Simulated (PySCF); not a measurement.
How methods differ on the ionisation energy of Pb⁷⁶⁺

Pb⁷⁶⁺ [He] 2s2 2p2 [2p1/2^2, M_J = 0] → Pb⁷⁷⁺ [He] 2s2 2p1 [2p1/2^1, M_J = 1/2], as a difference of total energies. All numbers are calculated (PySCF 2.14, the two-component X2C-1e Hamiltonian, in an even-tempered Gaussian basis (16 s from 67 bohr⁻², ratio 2.4; 13 p from 87 bohr⁻², ratio 2.4; 5 d from 280 bohr⁻², ratio 2.6; 4 f from 420 bohr⁻², ratio 2.6)). Correlated levels: nothing frozen; the 22 highest virtual spinors dropped. "Screened" scales the spin-orbit matrix elements by Boettger's factors to mimic the two-electron term; Breit and QED terms are absent.

| method | ionisation energy (eV) |
| --- | --- |
| GHF (spin-free) | 21864.9 |
| GMP2 (spin-free) | 21865.2 |
| GHF (screened spin-orbit) | 23504.3 |
| GMP2 (screened spin-orbit) | 23506.5 |

Question: How much does correlation contribute at GMP2 (screened spin-orbit)?

Answer: 23506.5 − (23504.3) = 2.2 eV, measured against GHF (screened spin-orbit).

For this ion Breit and QED terms and the two-electron picture change, all absent here, outweigh the correlation shift from GHF to GMP2.

The spin-free rows relax to the high-spin LS determinant and lack the spin-orbit shift.

The labels give the starting determinants; with spin-orbit coupling the two ends relaxed to ⟨J²⟩ = 0.00, ⟨L²⟩ = 1.33, ⟨S²⟩ = 1.33 and ⟨J²⟩ = 0.75, ⟨L²⟩ = 2.00, ⟨S²⟩ = 0.75.

For comparison: 23460 ± 110 eV (theoretical estimate listed by NIST; NIST Atomic Spectra Database, ionization energies).
